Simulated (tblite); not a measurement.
C4H6ClFSi.
Numbering: `[CH:1]#[C:2][CH2:3][SiH2:4][C@@H:5]([F:6])[Cl:7]` (hydrogens: H8 on C1; H9, H10 on C3; H11, H12 on Si4; H13 on C5)

Geometry (GFN2-xTB, Å), atoms numbered from 1 in this order:
```xyz
13
C4H6ClFSi angstrom
C      1.531    2.070    0.852
C      1.451    0.991    0.339
C      1.338   -0.314   -0.271
Si    -0.293   -1.177    0.225
C     -1.705   -0.043   -0.448
F     -1.633    0.061   -1.809
Cl    -3.286   -0.759   -0.032
H      1.625    3.020    1.287
H      1.384   -0.196   -1.357
H      2.195   -0.919    0.028
H     -0.422   -2.470   -0.444
H     -0.481   -1.244    1.673
H     -1.709    0.980   -0.060
```

Computed with GFN2-xTB (tblite): harmonic, unscaled wavenumbers at the GFN2-xTB geometry, gas phase. Against measured fundamentals such values can be off by several per cent, at times by over 20. Modes of hydrogen on silicon can be 10 to 20 % off. One conformer, not necessarily the lowest.

Harmonic wavenumbers (cm⁻¹): 31.9, 40.1, 93.9, 135.4, 194.8, 260.6, 293.1, 355.6, 366.1, 479.8, 559.6, 616.7, 633.4, 642.2, 676.5, 728.3, 748.8, 752.5, 786.3, 1006.6, 1022.5, 1106.0, 1142.5, 1203.2, 1256.0, 1420.2, 2289.0, 2293.3, 2296.7, 2927.0, 2950.5, 2974.2, 3399.7.

A = 3115, B = 887.0, C = 848.3 MHz; mass 135.991 u (most abundant isotopes); point group C1, symmetry number 1.

What is the zero-point energy?

½Σν̃ = 17842 cm⁻¹ = 51.01 kcal/mol.

Give the ideal-gas entropy at 273.15 K and 1 bar in the rigid-rotor, harmonic-oscillator model (classical rotation).

Translation 40.23, rotation 29.05, vibration 26.80: S = 96.1 cal/(mol K).

And Cp and H(273.15 K) − H(0)?

Cp = 33.12 cal/(mol K), of which vibrations give 25.17 (their classical limit is 33 R = 65.6); H(273.15 K) − H(0) = 5.79 kcal/mol without the zero-point energy, 3.62 from vibrations.

What must be added to the electronic energy to get the Gibbs energy at 273.15 K and 1 bar?

ZPE + [H(273.15 K) − H(0)] − T·S = 51.01 + 5.79 − 26.24 = 30.56 kcal/mol.

Which modes carry the vibrational entropy at 273.15 K?

31.9 cm⁻¹: 5.53; 40.1 cm⁻¹: 5.08; 93.9 cm⁻¹: 3.41; 135.4 cm⁻¹: 2.70; 194.8 cm⁻¹: 2.02; 260.6 cm⁻¹: 1.51 cal/(mol K); the other 27 give 6.55 together.

How do the functions run with temperature in this model?

```json
{"T (K)": "100", "S (cal/(mol K))": "71.5", "Cp (cal/(mol K))": "18.1", "H − H(0) (kcal/mol)": "1.34", "G − H(0) (kcal/mol)": "-5.81", "ln q(vib)": "2.39"}
{"T (K)": "200", "S (cal/(mol K))": "86.7", "Cp (cal/(mol K))": "27.0", "H − H(0) (kcal/mol)": "3.59", "G − H(0) (kcal/mol)": "-13.76", "ln q(vib)": "5.00"}
{"T (K)": "300", "S (cal/(mol K))": "99.3", "Cp (cal/(mol K))": "35.1", "H − H(0) (kcal/mol)": "6.71", "G − H(0) (kcal/mol)": "-23.07", "ln q(vib)": "7.46"}
{"T (K)": "500", "S (cal/(mol K))": "120.1", "Cp (cal/(mol K))": "46.4", "H − H(0) (kcal/mol)": "14.97", "G − H(0) (kcal/mol)": "-45.09", "ln q(vib)": "12.10"}
{"T (K)": "800", "S (cal/(mol K))": "144.1", "Cp (cal/(mol K))": "55.7", "H − H(0) (kcal/mol)": "30.41", "G − H(0) (kcal/mol)": "-84.90", "ln q(vib)": "18.25"}
{"T (K)": "1000", "S (cal/(mol K))": "157.0", "Cp (cal/(mol K))": "59.7", "H − H(0) (kcal/mol)": "41.97", "G − H(0) (kcal/mol)": "-115.05", "ln q(vib)": "21.84"}
```

q(vib) and H(0) count from the zero-point level.

Blend soft modes into free rotors: weight 1/[1 + (100 cm⁻¹/ν̃)⁴] for the oscillator and the rest for a rotor with moment μB/(μ + B), μ = h/(8π²ν), B = 10⁻⁴⁴ kg m². What vibrational entropy results?

23.46 cal/(mol K) in place of 26.80, which changes −T·S at 273.15 K by +0.91 kcal/mol.

Hindered rotation and anharmonicity are outside this model. Other conformers, if any are populated, would add a mixing term that is left out. The structure is chiral; the term R ln 2 for an equal mix with its mirror image is left out.

Time: 0.71 s wall. Hardware: an Arm Neoverse N1 with one thread, on a shared host. This covers the Hessian and the dipole derivatives.
